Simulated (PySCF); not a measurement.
C2H3O3, SMILES [O]C(OC)=O, multiplicity 2.

Coordinates come from a B3LYP-D3(BJ)/def2-SVP optimisation. A frequency run showed that this geometry is not a minimum. The isomer is the one that the SMILES or the coordinates give; other isomers of the formula were not compared.

All values below come from B3LYP-D3(BJ)/def2-SVP run with PySCF 2.14.0.

Harmonic, unscaled wavenumbers; measured fundamentals usually lie a few per cent lower.

Computed normal modes with their intensities:
| mode | ν (cm⁻¹) | IR (km/mol) | moving atoms (share of kinetic energy) |
|---|---|---|---|
| 1 | 110i | 0.0 | H 93 % |
| 2 | 142 | 2.0 | O 68 %, C 17 %, H 16 % |
| 3 | 281 | 5.0 | O 47 %, C 34 %, H 19 % |
| 4 | 521 | 31.5 | O 72 %, C 24 % |
| 5 | 639 | 1.0 | O 74 %, C 19 % |
| 6 | 755 | 34.3 | C 80 %, O 20 % |
| 7 | 921 | 8.8 | O 58 %, C 32 %, H 10 % |
| 8 | 1119 | 107.0 | O 52 %, C 24 %, H 23 % |
| 9 | 1170 | 0.1 | H 78 %, C 18 % |
| 10 | 1226 | 19.0 | O 42 %, H 37 %, C 21 % |
| 11 | 1260 | 72.3 | C 60 %, O 30 %, H 10 % |
| 12 | 1438 | 72.9 | H 79 %, C 15 % |
| 13 | 1469 | 7.2 | H 97 % |
| 14 | 1476 | 6.3 | H 96 % |
| 15 | 1621 | 504.0 | C 60 %, O 32 % |
| 16 | 3055 | 19.8 | H 98 % |
| 17 | 3158 | 9.7 | H 90 %, C 10 % |
| 18 | 3167 | 2.5 | H 90 %, C 10 % |
